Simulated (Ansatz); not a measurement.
Relaxation of BFH4N2 (8 atoms, charge 0, multiplicity 1), to a largest force component of 0.02 eV/Å in at most 40 steps.

Method: RKS PBE0-D4/def2-SVP in Ansatz.

```xyz
8
Properties=species:S:1:pos:R:3
B 0.000 0.000 0.000
N 0.000 0.000 1.550
H -0.877 -0.271 2.080
H 0.877 0.271 2.080
F 1.143 0.000 -0.660
N -1.342 0.000 -0.775
H -2.011 -0.816 -0.676
H -1.591 0.816 -1.404
```

Problem. Where does it end, and by what steps?

Solution. The run converged. After 6 steps the energy has fallen by 1.405 eV; H8 moved furthest, 0.79 Å.

```csv
step,energy less start (eV),largest force component (eV/Å),accepted
0,0.0000,3.367,yes
1,-0.8917,1.603,yes
2,-1.1884,0.807,yes
3,-1.3321,0.516,yes
4,-1.3947,0.202,yes
5,-1.4046,0.021,yes
6,-1.4049,0.004,yes
```

```xyz
8
Properties=species:S:1:pos:R:3
B -0.105 0.120 0.064
N -0.027 -0.100 1.457
H -0.806 -0.371 2.037
H 0.845 0.010 1.954
F 1.026 0.485 -0.577
N -1.281 -0.016 -0.706
H -2.178 -0.287 -0.335
H -1.275 0.158 -1.700
```

Whether the end is a true minimum wasn't checked by a vibrational analysis.

Run time: 16 s on 1 thread of Arm Neoverse V2, with other jobs on the host, peak memory 0.14 GiB.
